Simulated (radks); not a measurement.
Results of a calculation; reference values are marked as such.
Q: Valence configurations of Gd (all share [Xe]). Code: a radial shooting solver on a logarithmic mesh with Libxc functionals. Model: scalar-relativistic Kohn-Sham, PBEsol, spin-polarised, spherical densities, finite nucleus; open shells are filled with parallel spins first (spin-orbit coupling, left out, can overturn this in heavy ions); Fermi nuclear charge, rms radius 5.1569 fm. Order these by energy: 4f6 5d1 6s2 6p1; 4f7 5d1 6s1.5 6p0.5; 4f7 5d2 6s1; 4f7 5d1.5 6s1.5; 4f7 5d1 6s2; 4f7 5d1 6s1 6p1; 4f6 5d2 6s2; 4f7 5d3.

A: From the lowest, in eV above it: 4f7 5d1 6s2 0.000; 4f7 5d1.5 6s1.5 0.329; 4f7 5d2 6s1 0.500; 4f7 5d1 6s1.5 6p0.5 1.045; 4f7 5d1 6s1 6p1 1.852; 4f7 5d3 2.497; 4f6 5d2 6s2 10.156; 4f6 5d1 6s2 6p1 13.461. NIST lists [Xe] 4f7 5d1 6s2 as the ground configuration; this level of theory agrees among the configurations tried. The energies are those of spherical high-spin densities, not of single terms. No valid solution was reached for [Xe] 4f8 5d1.5 6s0.5; [Xe] 4f8 5d1 6s1.
